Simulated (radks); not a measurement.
The numbers below are computed, except where a source is named.
Q: The xenon ion Xe2+ is in [Kr] 4d10 5s2 5p4. Level of theory: scalar-relativistic Kohn-Sham, PBEsol, spin-polarised, spherical densities, finite nucleus; Fermi nuclear charge, rms radius of each element as measured or else 0.836 A^(1/3) + 0.57 fm (a radial shooting solver on a logarithmic mesh with Libxc functionals). Open shells are filled with parallel spins first. One electron is removed from 5p, 4d, 4p, 5s in turn, with full relaxation. Which removal costs least, and what does each cost?

A: 5p 30.429 eV; 5s 43.871 eV; 4d 89.823 eV; 4p 172.51 eV. The 5p electron leaves first.
